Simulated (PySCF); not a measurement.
Oxalic acid, C2H2O4, SMILES O=C(O)C(=O)O, singlet, CAM-B3LYP/def2-SVP optimised geometry. Atoms within 1.6 Å of the plane z = 1.2 Å (x, y, z in Å): O1 (-1.60, 0.72, 0.00), C2 (-0.27, 0.72, 0.00), O3 (0.42, 1.69, 0.00), C4 (0.27, -0.72, 0.00), O5 (1.60, -0.72, 0.02), O6 (-0.42, -1.69, -0.02), H7 (-1.89, 1.65, 0.00), H8 (1.89, -1.65, 0.01).

Method: CAM-B3LYP/def2-TZVP in PySCF.

Map of the electron localisation function on the plane z = 1.2 Å:

```
|000000000000000000000000000|
|000000000000000000000000000|
|000000000000000000000000000|
|000000000000111000000000000|
|000000000000233210000000000|
|000000000001344432000000000|
|000000000000355543100000000|
|000000110000356654210000000|
|000000121000356654200000000|
|000001344211355542000000000|
|000013677522354310000000000|
|000025899622342100000000000|
|000036898511231000023200000|
|000025775100232002577520000|
|000002220000232115999630000|
|000000000001243236998520000|
|000000000012453225776310000|
|000000000245553112443100000|
|000000002456652000222100000|
|000000002456652000011000000|
|000000001345552000001000000|
|000000000134442000000000000|
|000000000012332000000000000|
|000000000000111000000000000|
|000000000000000000000000000|
|000000000000000000000000000|
|000000000000000000000000000|
```
Scale: ten equal steps from 0.000 (start of '0') to 0.648 (end of '9'), in the order '0123456789'; x runs from -4.00 to 4.00, y from -4.00 (bottom) to 4.00 (top).
